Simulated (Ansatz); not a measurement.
System: C6H11, charge 0, multiplicity 2. It need not be the lowest isomer of its formula. 
Coordinates optimised at B3LYP-D3(BJ)/def2-TZVP (Ansatz, an electronic-structure program):
```
C
H 1 1.0935
C 1 1.5204 2 108.25
C 3 1.3064 1 125.90 2 0.00
H 3 1.0909 4 119.47 1 180.00
C 4 1.4654 3 141.14 5 -180.00
H 6 1.0929 4 111.34 3 -120.09
H 6 1.0929 7 107.39 4 122.12
H 6 1.0995 7 107.60 8 115.58
C 1 1.5314 2 108.34 3 119.65
H 10 1.0908 1 111.16 2 -58.94
H 10 1.0925 11 108.38 1 -122.09
H 10 1.0932 11 107.87 12 -116.46
C 1 1.5314 2 108.34 3 -119.65
H 14 1.0908 1 111.16 2 58.94
H 14 1.0925 15 108.38 1 122.09
H 14 1.0932 15 107.87 16 116.46
```
Charge 0, spin multiplicity 2.

Total electronic energies in hartree. Cores are frozen in the correlated levels unless marked. Open shells are spin-unrestricted. Spin-orbit coupling is left out. Non-relativistic. CBS marks a two-point X^-3 extrapolation of the correlation energy; Hartree-Fock from the larger set. The bracket is a focal-point correction in the basis named.

The UHF reference is spin-contaminated (<S^2> 0.15 over the pure value in the largest basis). 

```csv
level,program,energy (Eh)
HF/cc-pVTZ,Ansatz,-233.62149
RI-HF/cc-pVTZ,Ansatz,-233.62142
RI-HF/cc-pVQZ,Ansatz,-233.63613
PBE-D4/def2-TZVPD,Ansatz + dftd4,-234.93041
BLYP-D3(BJ)/def2-TZVPD,Ansatz + dftd3,…
revPBE-D4/def2-TZVPD,Ansatz + dftd4,-235.22234
r2SCAN-D4/def2-TZVPD,Ansatz + dftd4,-235.10952
PBE0/def2-TZVPD,Ansatz,-234.95935
BHLYP-D4/def2-TZVPD,Ansatz + dftd4,-235.11555
r2SCAN0/def2-TZVPD,Ansatz,-235.08758
HSE06/def2-TZVPD,Ansatz,-234.94444
LC-wPBE-D3(BJ)/def2-TZVPD,Ansatz + dftd3,-235.11271
wB97M-V/def2-TZVPD,Ansatz,-235.11553
B2GP-PLYP-D3(BJ)/def2-TZVPD,Ansatz + dftd3,-234.97460
MP2/6-31G,Ansatz,-233.95936
RI-MP2/cc-pVTZ,Ansatz,-234.60797
SCS-MP2/cc-pwCVTZ,Ansatz,-234.62606
CCSD/STO-3G,Ansatz,-231.16051
CCSD/6-31G*,Ansatz,-234.36190
CCSD/cc-pVDZ,Ansatz,-234.45022
CCSD/cc-pwCVTZ,Ansatz,-234.69101
CCSD(T)/STO-3G,Ansatz,-231.16386
"RI-MP2/CBS(cc-pVTZ,cc-pVQZ)+[CCSD(T)-MP2]/cc-pVTZ",Ansatz,-234.8444
```

Problem. Complete the blanks.

Solution. 
- BLYP-D3(BJ)/def2-TZVPD, energy (Eh): -235.14562
